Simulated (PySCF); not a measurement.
## Mayer bond orders and bond lengths

Compound: trifluorosilane, F3HSi.
Numbering: `[F:1][SiH:2]([F:3])[F:4]` (hydrogens: H5 on Si2)

Structure used (PBE0-D3(BJ)/def2-TZVP), in Å, numbered top down from 1:
```xyz
5
F3HSi angstrom
F     -0.3633    1.3350   -0.7087
Si    -0.0042   -0.0048    0.0323
F     -0.7336   -1.1834   -0.7103
F      1.5476   -0.2338   -0.0850
H     -0.4120    0.0531    1.4343
```

Bond orders from the PBE0/pcSseg-2 density (PySCF). Geometry: PBE0-D3(BJ)/def2-TZVP; no solvent, vibrations or thermal averaging.

Task: How far do the computed orders between heavy atoms stray from the drawn ones?

Result: The largest departure is 0.011, at F1–Si2 (drawn single, 0.989), Si2–F3 (drawn single, 0.989) and Si2–F4 (drawn single, 0.989).

Task: Give the Mayer order of every bond, beside its length.

Result: 
| bond | drawn as | length (Å) | Mayer order |
| --- | --- | --- | --- |
| F1–Si2 | single | 1.573 | 0.989 |
| Si2–F3 | single | 1.572 | 0.989 |
| Si2–F4 | single | 1.573 | 0.989 |
| Si2–H5 | single | 1.461 | 0.948 |

Task: Sum the orders of all bonds at each heavy atom with more than one neighbour and set the sums beside the valence in the SMILES.

Result: Si2 3.915 (drawn 4). Orders between atoms that aren't bonded are not in these sums.

Mayer orders depend on the basis set.

These values come from a run that also computed NMR shieldings. Time: 13 s (grids of density and orbitals included); peak memory 0.72 GiB. Hardware: Intel Xeon Platinum 8259CL at 2.50 GHz, one thread, shared host with 96 logical CPUs at a one-minute load of 7.0.
